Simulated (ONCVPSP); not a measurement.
**silver (Ag): one change to an ONCV potential, before and after**

- Element: silver
- Generator: ONCVPSP 4.0.1
- Type: optimised norm-conserving Vanderbilt (ONCV)
- Functional: PBE
- Relativity: scalar-relativistic
- Frozen core: [Ar] 3d10
- Valence charge: 19
- Reference configuration: 4s2 4p6 4d10 5s1
- Partial waves: 4s+5s: rc 1.50 bohr, ncon 3, nbas 8, qcut 6.6 1/bohr, 2 projectors; 4p: rc 1.05 bohr, ncon 3, nbas 6, qcut 6.7 1/bohr, 3 projectors, debl 3.2 Ha; 4d: rc 1.85 bohr, ncon 4, nbas 9, qcut 8.3 1/bohr, 2 projectors, debl 0.8 Ha
- Local potential: polynomial inside 0.85 bohr (lpopt 5, dvloc0 0 Ha)
- Core correction: Teter function, fcfact 3.25, rcfact 1.5

All-electron outer shells of the reference configuration (PBE, scalar-relativistic, ld1.x):

```
shell  level (eV)  outermost node (bohr)  outermost maximum (bohr)
   3d     -358.48                      –                      0.27
   4s      -95.05                   0.44                      0.82
   4p      -58.57                   0.44                      0.87
   4d       -7.44                   0.43                      1.04
   5s       -4.40                   1.11                      2.49
```

Change: all radii but the core radius scaled by about 0.88 (s 1.32, p 0.92, d 1.64 bohr); local potential polynomial inside 0.74 bohr (lpopt 5, dvloc0 0 Ha).

Cutoffs: the cutoffs (Ha) at which the residual kinetic energy of the hardest occupied pseudo-wave falls to 1 and 0.1 mHa per electron; they do not see the model core or the augmentation charge, which bear on the density cutoff. Errors are all-electron minus pseudo energies relative to the spin-unpolarised reference configuration.

What does the change do?

A bound ghost appears in p, which as a rule spoils a file; the lowest positive-energy flag moves from s at 60.1 eV to s at 12.0 eV; of the 4 tests that both files solve, the error grows in 1 and shrinks in 1 by more than 15 % and 0.3 meV (median size 2.2 → 1.5 meV).

| quantity | base | changed |
| --- | --- | --- |
| bound ghosts | none | p |
| GHOST(+) flags under 300 eV | s at 60.1 eV | s at 12.0 eV |
| error for 4s2 4p6 4d10 5s0, meV [ΔE 7.76 eV] | -1.7 | -1.9 |
| error for 4s2 4p6 4d9 5s0, meV [ΔE 29.87 eV] | -2.7 | -4.2 |
| error for 4s2 4p6 4d8 5s0, meV [ΔE 66.06 eV] | +14 | -1.1 |
| error for 4s2 4p6 4d10 5s0.5, meV [ΔE 3.02 eV] | -0.5 | -0.6 |
| rms error of d²Exc/dni dnj with the model core, mHa | 1.96 | 1.84 |

 A true bound ghost makes a file unfit for plane-wave use even where its test errors are small: the radial tests pick states by their node count and pass the ghost by.
